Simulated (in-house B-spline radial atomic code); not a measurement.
Ionising Cr6+ with different functionals

Computed with an all-electron radial atomic-structure program (B-spline basis): four-component Dirac-Coulomb Hamiltonian, Fermi nucleus of rms radius 3.6452 fm, spin-restricted, spherical fractional occupations for the functionals, and exact exchange of hybrids averaged over the configuration. The ionisation energy is the difference of two self-consistent energies, [Ne] 3s2 3p6 → [Ne] 3s2 3p5, without Breit or QED terms; ε is the level of the shell that loses the electron (mean over j). The electron is taken from both j subshells in proportion to 2j + 1, so the result is a j average, not the step between ground levels.

```csv
method,rung,ΔSCF (eV),-ε(3p) (eV)
PBE0,global hybrid,?,?
BHandHLYP,global hybrid,160.78,155.12
wB97X,range-separated hybrid,?,?
LC-wPBE,range-separated hybrid,161.13,154.34
```

Question: What does PBE0 give?

Answer: ΔSCF 161.01 eV, and -ε(3p) = 151.97 eV.

Question: What does wB97X give?

Answer: ΔSCF 160.91 eV, and -ε(3p) = 154.30 eV.

Question: Among the functionals, which spreads more, the ΔSCF values or the orbital energies?

Answer: The orbital energies: ΔSCF values span about 0.35 eV and the orbital energies 3.15 eV; here energy differences depend much less on the functional than eigenvalues do.

Question: How do they compare with the NIST value?

Answer: NIST lists 160.29 eV ± 0.06 (semi-empirical, ground level to ground level). Errors run from +0.49 to +0.84 eV; BHandHLYP is closest (+0.49 eV), but part of that can be cancellation, since the calculations leave out Breit-QED terms, spin polarisation, the choice among j levels, multiplet and fine-structure energies.
